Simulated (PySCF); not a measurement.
Compound: C₆H₁₁PSi.
Geometry (PBE0-D3(BJ)/def2-SVP, Å), atoms numbered from 1 in this order:
```xyz
19
C6H11PSi angstrom
C      3.042   -0.547    0.034
C      1.554   -0.537    0.131
C      0.764    0.533    0.404
C     -0.674    0.277    0.451
Si    -1.927    1.628    0.816
C     -1.002   -1.027    0.204
C     -2.369   -1.625    0.168
P      0.489   -1.946   -0.293
H      3.488   -1.328    0.672
H      3.460    0.422    0.345
H      3.381   -0.747   -0.996
H      1.176    1.532    0.587
H     -2.802    1.904   -0.366
H     -1.197    2.883    1.170
H     -2.816    1.253    1.959
H     -2.406   -2.590    0.698
H     -2.694   -1.819   -0.868
H     -3.113   -0.961    0.632
H      0.668   -2.778    0.854
```

Level: PBE0/pcSseg-1 in PySCF, non-relativistic, on one gas-phase PBE0-D3(BJ)/def2-SVP geometry that isn't relaxed in the solvent. The solvent is an IEF-PCM continuum (Bondi radii, 1.10 Å for H, scaled by 1.2). The model holds no explicit solvent molecules, cavitation or dispersion.

| run | E − E(gas) (kJ/mol) | HOMO (eV) | HOMO–LUMO gap (eV) | dipole (D) |
| --- | --- | --- | --- | --- |
| gas | 0.00 | -6.35 | 5.05 | 0.89 |
| P | -8.19 | -6.30 | 5.06 | 1.13 |
| Q | -5.01 | -6.30 | 5.05 | 1.03 |

The runs were made in benzene and chloroform. Which run belongs to which solvent?

P = chloroform, Q = benzene. The dielectric constants are 2.271 (benzene), 4.711 (chloroform), and the energy falls further as ε rises. In this model the ground state sees the solvent through ε alone.

How constant is the ratio of the lowering to (ε − 1)/(2ε + 1)?

```
   solvent  (ε − 1)/(2ε + 1)  E − E(gas) (kJ/mol)  ratio (kJ/mol)  polarisation term (kJ/mol)
   benzene             0.229                -5.01           -21.9                       -5.27
chloroform             0.356                -8.19           -23.0                       -8.90
```

The ratio changes by +5.2 % in size from benzene to chloroform. The polarisation term is half the interaction of the solute with the induced surface charges.
